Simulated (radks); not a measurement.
The zinc ion Zn3+, 27 electrons, occupied as [Ne] 3s1.5 3p6 3d9.5 (fractional occupations, a model configuration).

Method: Dirac Kohn-Sham, PW91, spin-unpolarised, spherical densities, finite nucleus; open shells are shared between the two j in proportion to 2j + 1; Fermi nuclear charge, rms radius 3.9283 fm; computed with a radial shooting solver on a logarithmic mesh with Libxc functionals.

Energy parts (Ry):
part                       energy
total                 -3583.50797
kinetic                3649.90267
electron-nucleus      -8561.76674
Hartree                1469.86618
exchange-correlation   -141.51007

Orbitals (lengths in bohr, moments of r in powers of bohr; r(max) is where P^2 peaks):
| orbital | occ. | eigenvalue (Ry) | r(max) | <r> | <r^4> | small-component weight |
|---|---|---|---|---|---|---|
| 1s1/2 | 2 | -703.4205 | 0.03291 | 0.05030 | 0.00002981 | 1.17e-02 |
| 2s1/2 | 2 | -88.32767 | 0.1893 | 0.2259 | 0.006321 | 2.24e-03 |
| 2p1/2 | 2 | -78.19621 | 0.1501 | 0.1958 | 0.004505 | 2.23e-03 |
| 2p3/2 | 4 | -76.43878 | 0.1529 | 0.1992 | 0.004772 | 2.19e-03 |
| 3s1/2 | 1.5 | -12.62336 | 0.5872 | 0.6770 | 0.4528 | 5.04e-04 |
| 3p1/2 | 2 | -9.40038 | 0.5851 | 0.6986 | 0.5755 | 4.57e-04 |
| 3p3/2 | 4 | -9.17084 | 0.5932 | 0.7088 | 0.6098 | 4.46e-04 |
| 3d3/2 | 3.8 | -3.79421 | 0.5566 | 0.8139 | 1.698 | 3.25e-04 |
| 3d5/2 | 5.7 | -3.76493 | 0.5594 | 0.8187 | 1.739 | 3.22e-04 |

The highest occupied level is 3d5/2 at -51.225 eV. Summed over all electrons, <r^2> = 12.82 bohr^2, which gives a Langevin (diamagnetic) susceptibility term of -10.2 x 10^-6 cm^3/mol.
